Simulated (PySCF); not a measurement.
BFH₃N. Atoms are numbered in the order given.

```xyz
6

B     -0.4894    -0.0734     0.0000
H     -1.6786    -0.1526     0.0000
F      0.2362    -1.2035     0.0000
N      0.1655     1.1544     0.0000
H      1.1692     1.2401     0.0000
H     -0.3274     2.0300     0.0000
```
Charge 0, spin multiplicity 1.

Geometry optimised at B3LYP-D3(BJ)/def2-TZVP. One conformer was computed; it need not be the lowest.

Level of theory: PBE0/pcSseg-2 (PySCF).

GIAO shieldings, no solvent; atoms alike by connectivity are averaged. δ = σ(ref) − σ: ¹¹B against BF3 (σ = 88.8 ppm); ¹H against TMS (σ = 31.54 ppm); ¹⁹F against CFCl3 (σ = 165.8 ppm); ¹⁵N against NH3 (σ = 263.3 ppm), references at their B3LYP-D3(BJ)/def2-TZVP geometries, non-relativistic.

```csv
atoms,nucleus,count,δ (ppm)
B1,¹¹B,1,17.8
H2,¹H,1,4.52
"H5, H6",¹H,2,?
F3,¹⁹F,1,-118.8
N4,¹⁵N,1,?
```

**Question.** Complete the blanks. (The exact figures need the calculation; the answer reports its results.)

**Answer.** 
- H5, H6, δ (ppm): 3.30
- N4, δ (ppm): 84.9
